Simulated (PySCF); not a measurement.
# Low-lying terms of Pb²⁺ (lead, charge +2)

Ground state [Xe] 4f14 5d10 6s2, ¹S. Calculation: PySCF 2.14, in aug-cc-pVTZ-PP with one added diffuse shell each of d, f type with ECP60MDF (6s5p5d3f, 67 functions); a scalar-relativistic core potential. Vertical excitation energies in eV without spin-orbit coupling; excited terms of each kind are numbered among those the solver found. Frozen: 5s2 5p6.

| term | leading excitation | EOM-EE-CCSD |
| --- | --- | --- |
| 1 3P° | 6s → p | 8.646 |
| 1 1P° | 6s → p | 11.659 |
| 1 3S | 6s → s | 18.008 |
| 1 1S | 6s → s | 18.467 |
| 1 1D | 6s → d | 18.548 |
| 1 3D | 6s → d | 18.985 |
| 2 3P° | 6s → p | 21.220 |
| 2 1P° | 6s → p | 21.225 |
| 1 3F° | 6s → f | 23.148 |
| 1 1F° | 6s → f | 23.187 |
| 2 3D | 6s → d | 24.329 |
| 2 1D | 6s → d | 24.612 |

Doubly excited terms such as np² are absent. The solver can miss terms. Rydberg members are limited by the diffuse functions of the basis.
